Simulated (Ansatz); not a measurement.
Cu(AsH3)Me (CH₆AsCu). The state is a triplet with charge 0. Geometry B3LYP-D4/def2-SVP, that of the neutral singlet; atoms count from 1.

| atom | x (Å) | y (Å) | z (Å) |
| --- | --- | --- | --- |
| Cu1 | 0.066 | 0.141 | -0.272 |
| As2 | -0.430 | -0.890 | 1.784 |
| H3 | -1.788 | -1.528 | 2.021 |
| H4 | -0.388 | -0.102 | 3.081 |
| H5 | 0.394 | -2.066 | 2.276 |
| C6 | 0.473 | 0.981 | -1.960 |
| H7 | 1.462 | 1.472 | -1.935 |
| H8 | -0.276 | 1.751 | -2.215 |
| H9 | 0.486 | 0.242 | -2.780 |

At PBE0-D4/def2-TZVP a singlet of charge 0 lies 4.11 eV below the triplet at the same geometry.

**Question.** Estimate the Mulliken populations from the PBE0/def2-TZVP orbitals of Ansatz.

**Answer.** 
| atom | charge (e) | spin (α − β) | d electrons |
| --- | --- | --- | --- |
| Cu1 | -0.01 | 1.10 | 9.51 |
| As2 | -0.04 | 0.32 | – |
| H3 | 0.01 | 0.14 | – |
| H4 | 0.01 | 0.15 | – |
| H5 | 0.08 | -0.01 | – |
| C6 | -0.48 | 0.31 | – |
| H7 | 0.15 | -0.01 | – |
| H8 | 0.14 | -0.01 | – |
| H9 | 0.14 | 0.00 | – |
Mulliken values depend strongly on the basis.

**Question.** Where does the spin sit?

**Answer.** Summed by element: Cu 1.10, As 0.32, H 0.26, C 0.31, of 2 unpaired in all. Largest on single atoms: Cu1 1.10, As2 0.32, C6 0.31.

**Question.** And the Mayer bond orders between heavy atoms (over 0.3)?

**Answer.** Cu1–As2 1.08 (2.35 Å); Cu1–C6 0.90 (1.93 Å).
